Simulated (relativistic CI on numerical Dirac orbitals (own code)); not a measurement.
# Level scheme of Sm44+

Method of calculation: Dirac-Coulomb-Breit CI, orbitals from a KLI potential per configuration, model QED (radiative potential, 1s self-energy scaled to tabulated hydrogen-like ionisation energies), unscaled Slater integrals (own radial code, finite nucleus).

Configuration list (outside the closed core [Ne]): 3s²3p⁶, 3s²3p⁵3d, 3s3p⁶3d, 3s²3p⁵4s, 3s²3p⁵4p, 3s²3p⁵4d, 3p⁶3d4p, 3s3p⁶4s, 3s²3p⁵4f, 3s3p⁶4p, 3s3p⁶4d, 3s3p⁶4f, 3s²3p⁵5s, 3s²3p⁵5p, 3s²3p⁵5d, 3s²3p⁵5f, 3s²3p⁵5g, 3s3p⁶5s, 3s3p⁶5p, 3s3p⁶5d, 3s3p⁶5f, 3p⁶3d², 3p⁵3d³, 3p⁵3d²4s, 3p⁵3d²4p, 3p⁵3d²4d, 3p⁶3d4s, 3p⁵3d4s², 3p⁵3d4s4p, 3p⁵3d4s4d, 3p⁶4s², 3p⁵4s²4p, 3p⁵4s²4d. Double excitations out of closed p, d and f shells are left out; levels of such configurations are missing from the list, as are those of other unlisted configurations, and high levels can miss mixing partners. These lack a partner that the ground configuration has and come out too high: 3s²3p⁵4f, 3s²3p⁵5s, 3s²3p⁵5p, 3s²3p⁵5d, 3s²3p⁵5f.

| No. | Configuration | Term | J | E (10³ cm⁻¹) | % | Landé g | jj configuration (%) |
| --- | --- | --- | --- | --- | --- | --- | --- |
| 1 | 3s²3p⁶ | ¹S | 0 | 0.0 | 100 |  | closed (100) |
| 2 | 3s²3p⁵3d | ³P° | 0 | 1516.5 | 100 |  | 3p3/2^3 3d3/2 (100) |
| 3 | 3s²3p⁵3d | ³P° | 1 | 1580.0 | 75 | 1.239 | 3p3/2^3 3d3/2 (93) |
| 4 | 3s²3p⁵3d | ³F° | 3 | 1620.0 | 58 | 1.064 | 3p3/2^3 3d3/2 (100) |
| 5 | 3s²3p⁵3d | ³D° | 2 | 1645.3 | 53 | 1.082 | 3p3/2^3 3d3/2 (99) |
| 6 | 3s²3p⁵3d | ³F° | 4 | 1843.8 | 100 | 1.242 | 3p3/2^3 3d5/2 (100) |
| 7 | 3s²3p⁵3d | ¹D° | 2 | 1878.3 | 47 | 1.194 | 3p3/2^3 3d5/2 (98) |
| 8 | 3s²3p⁵3d | ³D° | 3 | 1955.3 | 69 | 1.223 | 3p3/2^3 3d5/2 (100) |
| 9 | 3s²3p⁵3d | ³D° | 1 | 2136.6 | 41 | 0.874 | 3p3/2^3 3d5/2 (86) |
| 10 | 3s²3p⁵3d | ³F° | 2 | 2789.0 | 71 | 0.767 | 3p1/2 3p3/2^4 3d3/2 (100) |
| 11 | 3s²3p⁵3d | ¹P° | 1 | 3064.1 | 58 | 0.863 | 3p1/2 3p3/2^4 3d3/2 (93) |
| 12 | 3s²3p⁵3d | ³P° | 2 | 3070.0 | 41 | 1.257 | 3p1/2 3p3/2^4 3d5/2 (100) |
| 13 | 3s²3p⁵3d | ³F° | 3 | 3101.7 | 41 | 1.105 | 3p1/2 3p3/2^4 3d5/2 (100) |
| 14 | 3s3p⁶3d | ³D | 1 | 4143.8 | 100 | 0.491 | 3s 3d3/2 (100) |
| 15 | 3s3p⁶3d | ³D | 2 | 4182.5 | 79 | 1.122 | 3s 3d3/2 (96) |
| 16 | 3s3p⁶3d | ³D | 3 | 4415.4 | 100 | 1.325 | 3s 3d5/2 (100) |
| 17 | 3s3p⁶3d | ¹D | 2 | 4512.4 | 79 | 1.028 | 3s 3d5/2 (96) |
| 18 | 3p⁶3d² | ³F | 2 | 8398.2 | 78 | 0.743 | 3d3/2^2 (98) |
| 19 | 3p⁶3d² | ³P | 0 | 8548.6 | 77 |  | 3d3/2^2 (97) |
| 20 | 3p⁶3d² | ³F | 3 | 8645.8 | 100 | 1.075 | 3d3/2 3d5/2 (100) |
| 21 | 3p⁶3d² | ³P | 2 | 8720.9 | 49 | 1.178 | 3d3/2 3d5/2 (98) |
| 22 | 3p⁶3d² | ¹G | 4 | 8733.8 | 58 | 1.098 | 3d3/2 3d5/2 (94) |
| 23 | 3p⁶3d² | ³P | 1 | 8749.4 | 100 | 1.493 | 3d3/2 3d5/2 (100) |
| 24 | 3p⁶3d² | ³F | 4 | 8955.7 | 58 | 1.136 | 3d5/2^2 (94) |
| 25 | 3p⁶3d² | ³P | 2 | 9007.3 | 49 | 1.221 | 3d5/2^2 (100) |
| 26 | 3p⁶3d² | ¹S | 0 | 9180.5 | 77 |  | 3d5/2^2 (97) |
| 27 | 3p⁵3d³(4F) | ⁵F° | 2 | 9913.9 | 26 | 1.103 | 3p3/2^3 3d3/2^3 (91) |
| 28 | 3p⁵3d³(4F) | ⁵D° | 1 | 9933.6 | 35 | 0.971 | 3p3/2^3 3d3/2^3 (85) |
| 29 | 3p⁵3d³(4F) | ⁵D° | 0 | 9965.9 | 67 |  | 3p3/2^3 3d3/2^3 (86) |
| 30 | 3p⁵3d³(2D) | ³F° | 3 | 9987.2 | 23 | 1.053 | 3p3/2^3 3d3/2^3 (90) |

Energies count from the lowest computed level; ° marks odd parity. Percentages are summed over parent terms; the parents shown are those of the largest component, closed shells are left out there. Filled j subshells are mostly left out of the jj labels.

The mean weight of the leading LS term, summed over parents, in these 30 levels is 67 %, and that of the leading jj configuration (from the same eigenvectors) 96 %, so jj coupling describes them better and the LS labels are nominal.

At this charge energies of transitions that change n are usually good to better than 1 %, and those within a shell (Δn = 0) to a few per cent.

LS names give the leading component of a level, which can be under half, so a name can repeat, a term be missing and a line seem to break the LS rules.
